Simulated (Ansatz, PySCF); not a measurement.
Isomers of CHN: 1 is C#N, 2 is [NH+]#[C-]; one conformer of each (the lowest of an xTB search), B3LYP-D3(BJ)/def2-TZVP minima.
Isomer 1 (charge 0, multiplicity 1):
```xyz
3

C     -0.0265     0.0000     0.0000
N      1.1197     0.0000     0.0000
H     -1.0932     0.0000     0.0000
```
Isomer 2 (charge 0, multiplicity 1):
```json
[
 {"atom": "C", "x (Å)": "1.1085", "y (Å)": "-0.0015", "z (Å)": "0.0000"},
 {"atom": "N", "x (Å)": "-0.0555", "y (Å)": "0.0000", "z (Å)": "0.0000"},
 {"atom": "H", "x (Å)": "-1.0530", "y (Å)": "0.0015", "z (Å)": "0.0000"}
]
```

No zero-point or thermal terms.

Cores are frozen in the correlated methods. CBS: X⁻³ extrapolation of the correlation energy, Hartree–Fock from the larger set.

Run with Ansatz (Gaussian orbitals); PySCF for the dispersion terms. Each number belongs to the level named beside it.

PBE/def2-TZVPP gives 0.645 eV for the electronic energy of isomer 2 less that of isomer 1.

**Question.** Predict the shift from PBE, with its sign, for: PBE-D3(BJ)/def2-TZVPP, r2SCAN/def2-TZVPP, PBE0/def2-TZVPP, wB97M-V/def2-TZVPP, B2PLYP/def2-TZVPP, MP2/CBS(cc-pVTZ, cc-pVQZ), CCSD(T)/CBS(cc-pVTZ, cc-pVQZ).

**Answer.** PBE-D3(BJ)/def2-TZVPP -0.002; r2SCAN/def2-TZVPP -0.021; PBE0/def2-TZVPP -0.052; wB97M-V/def2-TZVPP -0.114; B2PLYP/def2-TZVPP 0.018; MP2/CBS(cc-pVTZ, cc-pVQZ) 0.115; CCSD(T)/CBS(cc-pVTZ, cc-pVQZ) -0.003 eV. 2 of 7 lie above PBE; the widest gap is to MP2/CBS(cc-pVTZ, cc-pVQZ).

Ansatz is a program for electronic structure.
